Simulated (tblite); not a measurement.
A tight-binding relaxation on `[CH](=C)[Ga]([CH2][CH2][GeH3])[C]#C`.

Computed with GFN2-xTB geometry optimisation, gas phase (tblite 0.8.0). Start geometry: from a force field or distance geometry. The command runs a driver script over a list of jobs; the input below is this job's line of settings and its coordinates in Å.

Command:
```bash
OMP_NUM_THREADS=1 python probes_run.py task.json out
```

Input:
```
{"job": {"kind": "relax", "xc": "GFN2-xTB", "basis": "xTB"}, "charge": 0, "multiplicity": 1}
C     -1.869400     2.856000     0.601200
C     -1.544000     1.695300     0.521300
Ga    -0.944600    -0.386000     0.441000
C     -2.329200    -1.567800     0.050000
C     -3.635700    -1.297600     0.011700
C      0.820100    -0.540000    -0.355200
C      1.655200     0.173400     0.713100
Ge     3.503800     0.122200     0.104100
H     -2.171900     3.872000     0.648300
H     -2.021800    -2.586900    -0.128400
H     -3.929000    -0.259900     0.201600
H     -4.390700    -2.052900    -0.223400
H      0.698100     0.201400    -1.167400
H      1.351700    -1.428800    -0.757900
H      1.571600    -0.343400     1.700600
H      1.334300     1.234700     0.810800
H      3.522500    -0.136600    -1.420400
H      4.171700     1.473600     0.390100
H      4.197500    -1.019600     0.881700
```

Output:
```
step      E/eV     max force
  0    -581.26942    2.970
  1    -581.49244    1.917
  2    -581.65049    3.219
  3    -581.73470    2.069
  4    -581.81207    1.060
  5    -581.86921    0.578
  6    -581.93584    0.971
  7    -581.99967    1.009
  8    -582.07205    1.063
  9    -582.11224    0.661
... (171 lines left out)
181    -582.36494    0.020
182    -582.36502    0.015
183    -582.36510    0.026
184    -582.36516    0.033
185    -582.36522    0.012
186    -582.36528    0.012
187    -582.36531    0.018
188    -582.36533    0.015
189    -582.36534    0.010
190    -582.36536    0.009
```

«max force» is the largest atomic force in eV/Å.

Question: From which step on does the largest force stay under 0.1 eV/Å, and how much energy is left to gain from there?

Answer: From step 84 (0.073 eV/Å), 13.1 meV above the end.

Main results: energy lowered by 25.3 kcal/mol over 190 steps; largest atomic force 0.009 eV/Å at the end.

Question: Where do the atoms end?

Answer: 0.685 Å rms from the input after alignment:
```
atom  x, y, z in Å
C1    -1.8175    2.4843    1.1032
C2    -1.5453    1.3730    0.7135
Ga3   -1.0473   -0.4357    0.0656
C4    -2.6371   -1.6504   -0.2806
C5    -3.8533   -1.1653   -0.0592
C6     0.9762   -0.7534   -0.1534
C7     1.6953    0.5137    0.3135
Ge8    3.6496    0.3614    0.0793
H9    -2.0632    3.4529    1.4445
H10   -2.5276   -2.6728   -0.6412
H11   -3.9879   -0.1499    0.2991
H12   -4.7620   -1.7329   -0.2184
H13    1.2231   -0.9706   -1.2007
H14    1.3084   -1.6218    0.4294
H15    1.4682    0.7104    1.3663
H16    1.3312    1.3817   -0.2463
H17    3.9873    0.1161   -1.3586
H18    4.4060    1.5759    0.5200
H19    4.1861   -0.8071    0.8467
```

Question: Estimate the wall time. Hardware: an Arm Neoverse V2 with one thread, on a shared host.

Answer: About 1.4 s.
Labels such as C1 count atoms from 1, the log's own numbers from 0.
